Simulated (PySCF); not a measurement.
# Radial density of Tc+ (technetium, charge +1)

TPSSh, [Kr] 4d6, high-spin 5D determinant (an excited configuration). Calculation: PySCF 2.14, in aug-cc-pVTZ-PP with one added diffuse shell each of s, p, d, f, g type with ECP28MDF (7s7p6d4f3g, 113 functions); a scalar-relativistic core potential. This is the valence pseudo-density: the core potential removes the inner electrons and smooths the orbitals near the nucleus.

```tsv
r (bohr)	4πr²ρ (e/bohr)	4πr²(ρα − ρβ)
0.0330	1.970e-05	0.0000
0.0555	4.887e-05	0.0000
0.0933	0.0001773	0.0000
0.157	0.001587	0.0004
0.264	0.02570	0.0061
0.444	0.6816	0.1048
0.747	7.904	1.0522
1.26	10.88	2.6069
2.11	2.782	1.3858
3.56	0.3107	0.1790
5.98	0.006911	0.0030
10.1	2.335e-05	0.0000
```

Energies and moments cover only the electrons outside the core potential.
